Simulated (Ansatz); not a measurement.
A set of 12 reactions (ligand exchange), with CCSD(T)/CBS values in kJ/mol:

| reaction | ΔE |
| --- | --- |
| `Cl[SiH2]Cl` + `N[SiH2]N` → `N[SiH2]N[SiH2]Cl` + HCl | 21.5 |
| `[CH3][GeH]([F])[SiH2]F` + `[SiH3]N[SiH3]` → `F[SiH2]N([SiH3])[SiH3]` + `[CH3][GeH2][F]` | -82.2 |
| `CSB(F)Cl` + NH₃ → `CSB(N)F` + HCl | -21.2 |
| `C=CS[SiH3]` + `CB(O)F` → `CB(F)O[SiH3]` + `C=CS` | -29.5 |
| `C=C[SiH](N)OC` + H–F → `C=C[SiH](F)OC` + NH₃ | -86.9 |
| `BC([SiH3])B[SiH3]` + HCl → `BC([SiH3])BCl` + SiH₄ | -116.1 |
| `CN[CH2][SnH3]` + `CCN` → `CC[NH][SnH3]` + `CNC` | -17.2 |
| `CN[CH2][SnH3]` + H₂S → `[SH][SnH3]` + `CNC` | -84.4 |
| `C[SiH2]N[SiH3]` + `[OH][Al]([OH])[SH]` → `[OH][Al]([SH])[O][SiH3]` + `C[SiH2]N` | -54.0 |
| `O[SiH]([SiH3])Cl` + `O[SiH3]` → `O[SiH]([SiH3])O[SiH3]` + HCl | -14.6 |
| `C[O][W](=[NH])(=[NH])[OH]` + HCl → `C[O][W](=[NH])(=[NH])[Cl]` + H₂O | -45.1 |
| `CC[SiH](O)[SiH3]` + `N[SiH3]` → `O[SiH]([SiH3])N[SiH3]` + `CC` | -81.1 |

Gas-phase electronic energies from Ansatz, PBE0-D4/def2-TZVP geometries. CCSD(T)/CBS is the MP2 limit (def2-TZVPP, def2-QZVPP) plus CCSD(T) − MP2 in def2-TZVPP, frozen cores. This one scheme is used for every species. Functionals use def2-TZVPP. B3LYP here is the variant with VWN-RPA as its local correlation; programs differ in this. def2 core potentials past Kr. For Ge, Sn, W outer-core shells are correlated without core-valence functions, which leaves a few kJ/mol of doubt a bond. Scalar relativity is left out up to krypton. Each species was taken in one conformer, which may not be the lowest.

(1) Give the mean, mean absolute and largest difference (level minus CCSD(T)/CBS, kJ/mol) for: r2SCAN-D4, PBE0-D4, ωB97X-V, ωB97M-V, B2PLYP, PBE, PBE0, B3LYP, HF/def2-TZVPP, MP2/def2-TZVPP, CCSD(T)/def2-TZVPP, HF/def2-QZVPP, HF/CBS(def2), MP2/CBS(def2). (An estimate is asked.)

The largest T1 diagnostic in the set is 0.020, for `C[O][W](=[NH])(=[NH])[OH]` (customary mark 0.02).

CCSD(T)/CBS is a level of theory with its own doubt, and the functionals carry their triple-zeta basis error, so these figures describe this set and don't rank the functionals.

Answers

(1) The calculation gave: 
```tsv
level	mean	mean absolute	largest
r2SCAN-D4	0.9	3.4	-6.5
PBE0-D4	4.0	4.9	12.0
ωB97X-V	0.8	2.8	11.1
ωB97M-V	0.6	2.2	8.5
B2PLYP	-1.5	3.9	-11.3
PBE	7.1	7.9	24.0
PBE0	4.3	5.7	16.1
B3LYP	-0.2	6.8	15.2
HF/def2-TZVPP	-8.8	11.3	-24.4
MP2/def2-TZVPP	-1.6	3.4	-11.1
CCSD(T)/def2-TZVPP	-0.5	2.0	4.2
HF/def2-QZVPP	-9.7	12.0	-24.0
HF/CBS(def2)	-9.8	12.1	-24.0
MP2/CBS(def2)	-1.1	4.2	-15.3
```
